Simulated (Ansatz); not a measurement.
Cartesian coordinates in Å:
```
C -2.1875 -0.0325 -1.5970
C -1.4599 0.7028 -0.9817
C -0.4516 1.4777 -0.2815
B 0.7667 0.5415 -0.6528
C 1.2309 -0.6531 0.2328
C 0.4350 -0.9846 1.4870
H -2.8639 -0.6548 -2.1333
H -0.3913 2.4864 -0.6948
H -0.6854 1.5288 0.7846
H 1.3264 0.7509 -1.6927
H 2.2771 -0.4172 0.4910
H 1.3331 -1.5363 -0.4114
H 0.4173 -0.1438 2.1856
H -0.6024 -1.2261 1.2424
H 0.8554 -1.8397 2.0216
```

Charge 0, multiplicity 1.

List the PBE0/def2-TZVPP orbital energies in eV (the Gaussian-basis code of Ansatz). (Best estimate.)

Computed: Occupied: -278.63, -278.35, -278.11, -277.78, -277.63, -184.54, -22.27, -21.15, -19.74, -17.45, -14.90, -13.44, -12.88, -12.75, -12.19, -11.21, -10.84, -9.71, -9.33, -8.67, -7.90, -7.57. Lowest empty: -0.86, 1.01, 1.08, 1.58, 1.88, 2.26, 2.37, 2.69.
